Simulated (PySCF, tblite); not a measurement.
Species: C₄H₇BCl₂Si.
SMILES: `CC=C=C[SiH2]B(Cl)Cl`

Jobs on this species (15 atoms, 84 electrons) with PySCF (density fitting) and tblite. Hardware of each: an AMD EPYC 7R43 with one thread (shared host). Other jobs ran on the host; a repeat could differ by tens of per cent or more.

```json
{"level and settings": "GFN2-xTB", "work": "Hessian by finite differences", "basis functions": "–", "SCF cycles": "–", "wall time": "0.85 s"}
{"level and settings": "PBE0/def2-SVPD", "work": "8 singlets by full TDDFT, 3 Tamm–Dancoff triplets, polarisability", "basis functions": "234", "SCF cycles": "?", "wall time": "?"}
{"level and settings": "GFN2-xTB", "work": "L-BFGS relaxation", "basis functions": "–", "SCF cycles": "–", "wall time": "3.3 s"}
{"level and settings": "PBE0/pcSseg-1", "work": "shieldings, charges and field gradients, density and orbital grids written", "basis functions": "192", "SCF cycles": "13", "wall time": "41 s"}
```

Fill in the missing figures.

- PBE0/def2-SVPD; 8 singlets by full TDDFT, 3 Tamm–Dancoff triplets, polarisability: 32 s, 12 SCF cycles

What do all jobs in the table cost together?

About 77 s; the longest takes about 53 % of that, and about 48 times as long as the shortest.
